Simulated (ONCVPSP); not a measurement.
Sr (Z = 38): excitation energies, all-electron against ONCV

```json
{
 "Element": "strontium",
 "Generator": "ONCVPSP 4.0.1",
 "Type": "optimised norm-conserving Vanderbilt (ONCV)",
 "Functional": "PBEsol",
 "Relativity": "scalar-relativistic",
 "Frozen core": "[Ar] 3d10",
 "Valence charge": "10",
 "Reference configuration": "4s2 4p6 5s1.75 5p0.25",
 "Partial waves": "4s+5s: rc 1.95 bohr, ncon 4, nbas 7, qcut 7.6 1/bohr, 2 projectors; 4p+5p: rc 2.55 bohr, ncon 5, nbas 8, qcut 4.6 1/bohr, 3 projectors, debl 2.3 Ha; d scattering state at 0.04 Ha: rc 2.00 bohr, ncon 4, nbas 7, qcut 5.4 1/bohr, 2 projectors, debl 1.5 Ha",
 "Local potential": "polynomial inside 1.60 bohr (lpopt 4, dvloc0 2 Ha)",
 "Core correction": "Teter function, fcfact 4, rcfact 1.25"
}
```

In the d channel the program set the typed energies aside and used 0.050, 1.550 Ha.

Energies are relative to the spin-unpolarised reference configuration 4s2 4p6 5s1.75 5p0.25; without spin polarisation the order of configurations can differ from experiment.

| valence configuration | charge | ΔE all-electron (eV) | error AE − PS (meV) |
| --- | --- | --- | --- |
| 4s2 4p6 5s0 5p0 | +2 | 16.221 | -1.0 |
| 4s2 4p6 5s1.5 5p0 | +0.5 | 1.776 | -0.1 |

(1) What are ΔE and the potential's error for 4s2 4p6 5s1 5p0?

(2) What are ΔE and the potential's error for 4s2 4p6 5s2 5p0?

Levels in the configuration 4s2 4p6 5s1 5p0:

| level | all-electron (eV) | pseudo (eV) |
| --- | --- | --- |
| 4s | -47.225 | -47.225 |
| 4p | -29.116 | -29.116 |
| 5s | -8.341 | -8.341 |

Answers

(1) ΔE = 5.326 eV all-electron; the error (AE − PS) is -0.4 meV.

(2) ΔE = -0.570 eV all-electron; the error (AE − PS) is 0.0 meV.
